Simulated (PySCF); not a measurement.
Sn(I)4, SMILES [I][Sn]([I])([I])[I] (I4Sn), B3LYP/def2-SVP optimised geometry.

```
5

I     -1.81     1.28     0.00
Sn    -0.91    -1.28     0.00
I     -1.81    -2.56     2.23
I      1.81    -1.28     0.00
I     -1.82    -2.57    -2.22
```

Density from B3LYP/def2-TZVP, def2 effective core potentials past Kr (PySCF) at that geometry. The core electrons that the potentials of I, Sn replace are not part of the density.

Minimum of the electron density along straight lines between bonded atoms, close to the bond critical point (lines longer than 1.1 times the sum of covalent radii, or with two minima, are not listed):

```
bond    length / Å  ρ at the minimum / e bohr⁻³  ∇²ρ there / e bohr⁻⁵  position (fraction from the first atom)
------  ----------  ---------------------------  --------------------  ---------------------------------------
I1–Sn2       2.721                        0.064                  0.04                                     0.54
Sn2–I3       2.721                        0.064                  0.04                                     0.46
Sn2–I4       2.721                        0.064                  0.04                                     0.46
Sn2–I5       2.722                        0.064                  0.04                                     0.46
```
